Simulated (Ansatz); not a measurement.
```yaml
crystal:
  periodic: [false, false, false]
  atoms:
    - {symbol: B, position_ang: [-0.574453, 2.008326, 0.412005]}
    - {symbol: C, position_ang: [0.023463, 0.616708, 0.591671]}
    - {symbol: C, position_ang: [-0.052413, -0.295468, -0.393225]}
    - {symbol: C, position_ang: [0.482408, -1.678158, -0.352272]}
    - {symbol: H, position_ang: [-1.114195, 2.277715, -0.625022]}
    - {symbol: H, position_ang: [-0.521687, 2.838755, 1.273315]}
    - {symbol: D, position_ang: [0.525538, 0.317438, 1.511902]}
    - {symbol: H, position_ang: [-0.552918, -0.004054, -1.316615]}
    - {symbol: H, position_ang: [-0.321198, -2.404182, -0.515957]}
    - {symbol: H, position_ang: [0.969295, -1.899718, 0.598185]}
    - {symbol: H, position_ang: [1.201660, -1.834461, -1.163388]}
basis:
  gaussian: {orbitals: "6-31G*"}
hamiltonian: {xc: {name: wB97X-V}}
accuracy: high
output: {forces: true}
```

```sh
$ ansatz run in.yaml --threads 2 --pin off --events-out ev --progress --plain --max-ram 4352MiB
```

It prints (some lines left out):

```
Error: YAML parse error: error: line 10 column 16: `D` is not an element symbol (H … Og, case-exact)
 8 |     - {symbol: H, position_ang: [-1.114195, 2.277715, -0.625022]}
 9 |     - {symbol: H, position_ang: [-0.521687, 2.838755, 1.273315]}
10 |     - {symbol: D, position_ang: [0.525538, 0.317438, 1.511902]}
11 |     - {symbol: H, position_ang: [-0.552918, -0.004054, -1.316615]}
12 |     - {symbol: H, position_ang: [-0.321198, -2.404182, -0.515957]}
```

Problem. What is wrong with this run?

Solution. An element symbol is wrong. The program refused the input.
